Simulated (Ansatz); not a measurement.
```yaml
crystal:
  periodic: [false, false, false]
  atoms:
    - {symbol: F, position_ang: [-2.322295, -0.233479, -0.255092]}
    - {symbol: Si, position_ang: [-1.000765, -0.014027, 0.470142]}
    - {symbol: C, position_ang: [0.361761, -1.487958, 0.084505]}
    - {symbol: S, position_ang: [1.713667, -0.461735, 0.184718]}
    - {symbol: Ge, position_ang: [0.467326, 1.351930, -0.673902]}
    - {symbol: H, position_ang: [-1.059703, 0.458335, 1.948008]}
    - {symbol: H, position_ang: [0.079015, -2.064753, 1.066674]}
    - {symbol: H, position_ang: [0.158901, -1.830326, -0.756395]}
    - {symbol: H, position_ang: [1.252328, 2.790884, -0.030968]}
    - {symbol: H, position_ang: [0.743253, 1.362534, -2.319506]}
basis:
  gaussian: {orbitals: def2-mTZVPP}
hamiltonian: {xc: {name: rPW86-PBE}, dispersion: d3bj}
accuracy: high
output: {forces: true}
```

```sh
$ ansatz run in.yaml --threads 4 --pin off --events-out ev --progress --plain --max-ram 10444MiB
```

Shortened log:

```
Functional definition: rPW86-PBE
3189 factors; integrals over basis functions are off by at most 9.7e-9 eV
mean field evaluation 1: about -79103.9933 eV, gradient 7.6e1 eV
mean field evaluation 2: about -79064.1812 eV, gradient 1.4e2 eV
mean field evaluation 4: about -79114.3612 eV, gradient 1.5e1 eV
mean field evaluation 8: about -79115.0718 eV, gradient 5.7e-1 eV
mean field evaluation 16: about -79115.0724 eV, gradient 6.0e-5 eV
mean field -79115.07240149 eV, -2907.4252846327 hartree, gradient 2.8e-8 eV, S^2 0.000000; 0 other end points of the search recorded, 0 dependent functions left out
reference -79115.07241566 eV, -2907.4252851534 hartree; 41, 41 occupied and 117, 117 virtual orbitals, 3189 factors
Total energy: -79115.36750045 eV, -2907.4361293193 hartree
Atom 0 at    -2.322295    -0.233479    -0.255092 Å, force    -4.224735    -0.565249    -1.501235 eV/Å
Atom 1 at    -1.000765    -0.014027     0.470142 Å, force     4.112536    -0.234601     1.785656 eV/Å
Atom 2 at     0.361761    -1.487958     0.084505 Å, force    -2.893024     2.596504    10.030327 eV/Å
Atom 3 at     1.713667    -0.461735     0.184718 Å, force     2.800182     2.032560     0.235298 eV/Å
Atom 4 at     0.467326     1.351930    -0.673902 Å, force     2.587926     2.063147    -0.735431 eV/Å
Atom 5 at    -1.059703     0.458335     1.948008 Å, force    -0.121205    -0.527694    -0.852748 eV/Å
Atom 6 at     0.079015    -2.064753     1.066674 Å, force     1.071439     0.028854    -1.975689 eV/Å
Atom 7 at     0.158901    -1.830326    -0.756395 Å, force    -1.857106    -3.991098    -7.471852 eV/Å
Atom 8 at     1.252328     2.790884    -0.030968 Å, force    -1.037935    -1.457926    -0.803380 eV/Å
Atom 9 at     0.743253     1.362534    -2.319506 Å, force    -0.438077     0.055502     1.289054 eV/Å
Dipole moment:    -0.386391    -0.009252     0.072120 e Å
```

Hardware: 4 threads of an Intel Xeon Platinum 8488C on a shared host. Wall time 9.5 s, peak host memory 0.8 GiB.
